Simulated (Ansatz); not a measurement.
Input and output for C2H8AlFSi (`C[SiH]([AlH2])CF`).

```yaml
crystal:
  periodic: [false, false, false]
  atoms:
    - {symbol: C, position_ang: [-1.414471, -0.944861, 0.633205]}
    - {symbol: Si, position_ang: [0.079110, 0.180988, 0.448131]}
    - {symbol: Al, position_ang: [2.179121, -0.980896, -0.114907]}
    - {symbol: C, position_ang: [-0.303865, 1.519599, -0.849606]}
    - {symbol: F, position_ang: [-1.472828, 2.206311, -0.522600]}
    - {symbol: H, position_ang: [-2.299139, -0.352349, 0.877348]}
    - {symbol: H, position_ang: [-1.616487, -1.492521, -0.290247]}
    - {symbol: H, position_ang: [-1.258232, -1.674391, 1.430596]}
    - {symbol: H, position_ang: [0.299773, 0.898579, 1.743652]}
    - {symbol: H, position_ang: [3.269012, -0.309557, -1.061267]}
    - {symbol: H, position_ang: [2.493092, -2.420173, 0.486422]}
    - {symbol: H, position_ang: [0.509144, 2.250146, -0.919917]}
    - {symbol: H, position_ang: [-0.443730, 1.084423, -1.845910]}
basis:
  gaussian: {orbitals: def2-TZVP}
total_charge: 1
magnetization: {spin_polarized: true, initial_magnetization: 1}
hamiltonian: {xc: {name: revPBE0}}
```

```sh
$ ansatz run in.yaml --threads 4 --pin off --events-out ev --progress --plain --max-ram 10444MiB
```

It prints (some lines left out):

```
Functional definition: revPBE0
1415 factors; their error is unknown
mean field evaluation 1: about -19365.5226 eV, gradient 5.9e1 eV
mean field evaluation 2: about -19127.8671 eV, gradient 1.8e2 eV
mean field evaluation 4: about -19380.6067 eV, gradient 1.4e1 eV
mean field evaluation 8: about -19383.5748 eV, gradient 9.0e-1 eV
mean field evaluation 16: about -19383.6428 eV, gradient 2.2e-2 eV
mean field -19383.64283814 eV, -712.3357355966 hartree, gradient 1.6e-5 eV, S^2 0.755914; 2 other end points of the search recorded, 0 dependent functions left out
reference -19383.64288702 eV, -712.3357373928 hartree; 28, 27 occupied and 187, 188 virtual orbitals, 1415 factors
Total energy: -19383.64288702 eV, -712.3357373928 hartree
```

It took 6 s on 4 threads of an Arm Neoverse V2 on a shared host, with 0.75 GiB of host memory at the peak.
